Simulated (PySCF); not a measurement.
C₆ coefficients of unlike pairs at UHF

Calculated with PySCF 2.14 from the dipole response of each species, C₆(A,B) = (3/π) ∫ α_A(iu) α_B(iu) du, in atomic units, from isotropic polarisabilities. For ions this is the dispersion term alone; charge-induced terms of lower order in 1/R come first.

| species | configuration | basis | relativity | α (bohr³) | C₆ (like pair) |
| --- | --- | --- | --- | --- | --- |
| Sr+ | [Kr] 5s1 (2S) | x2c-TZVPPall with one added diffuse shell each of s, p, d, f type (9s7p7d3f1g) | spin-free X2C | 119.7 | 1134 |
| Nb+ | [Kr] 4d4 (5D) | aug-cc-pV5Z-PP with ECP28MDF (8s8p7d5f4g3h2i) | core potential | 23.30 | 148.2 |
| Mn | [Ar] 3d5 4s2 (6S) | def2-QZVPPD (11s6p5d4f2g) | none | 105.8 | 1052 |

Estimate C₆ for Mn with Nb+.

The integral gives 352.0. The combination rule 2 C_A C_B / (C_A α_B/α_A + C_B α_A/α_B) gives 344.7 and the geometric mean 394.8.

No spin-orbit coupling is included.

The other pairs:

| pair | C₆ |
| --- | --- |
| Nb+, Sr+ | 349.8 |
| Mn, Sr+ | 1083 |
